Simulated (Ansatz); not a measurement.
`O[SiH2][SiH2]S` + H₂ → `[SiH3]S` + `O[SiH3]` at 600 K and 1 bar (hydrogenolysis of the Si–Si bond).

Gas-phase electronic energies from Ansatz, PBE0-D4/def2-TZVP geometries. CBS: MP2 limit from def2 TZ/QZ plus the TZ coupled-cluster correction, frozen cores. This one scheme is used for every species. One conformer a species, not always the lowest.

| species | CCSD(T)/CBS energy (Eh) | H − E (kJ/mol) | S (J/(mol·K)) |
| --- | --- | --- | --- |
| `O[SiH2][SiH2]S` | -1054.78044 | 219.1 | 459.1 |
| H₂ | -1.17544 | 43.9 | 150.8 |
| `[SiH3]S` | -689.27336 | 126.3 | 326.2 |
| `O[SiH3]` | -366.69042 | 135.7 | 307.9 |

H − E and S are ideal-gas, rigid-rotor, harmonic terms from PBE0-D4/def2-TZVP, for one conformer and one mirror image of each species. The MP2-based limit puts H₂ 0.8 mEh under its directly extrapolated value; such offsets cancel only in part. 1 Eh = 2625.50 kJ/mol, R = 8.31446 J/(mol·K).

Q: By hand: ΔE, ΔH, ΔS and ΔG.

A: ΔE = (-689.27336) + (-366.69042) − (-1054.78044) − (-1.17544) = -0.00790 Eh = -20.7 kJ/mol. Δ(H − E) = 126.3 + 135.7 − 219.1 − 43.9 = -1.0, so ΔH = -21.7 kJ/mol. ΔS = 326.2 + 307.9 − 459.1 − 150.8 = 24.2 J/(mol·K). ΔG = -21.7 − 600 × (24.2)/1000 = -36.2 kJ/mol.

Q: By hand: the equilibrium constant, and the temperature at which ΔG would vanish if ΔH and ΔS stayed fixed.

A: log₁₀ K = −ΔG/(RT ln 10) = 3.2. ΔH and −TΔS have one sign here, so there is no such temperature.

TΔS isn't small against ΔH here. A doubt of 5 kJ/mol in ΔE shifts log₁₀ K by 0.4 here. Other conformers and mirror images would add mixing entropy, several J/(mol·K) or more a flexible species. Modes under 60 cm⁻¹, often nearly free rotors, make the harmonic entropy too high. These are equilibria of isolated gas molecules and say nothing of rates. Largest T1 diagnostic: 0.012 (customary marks: 0.02 for closed shells, 0.045 for open ones).
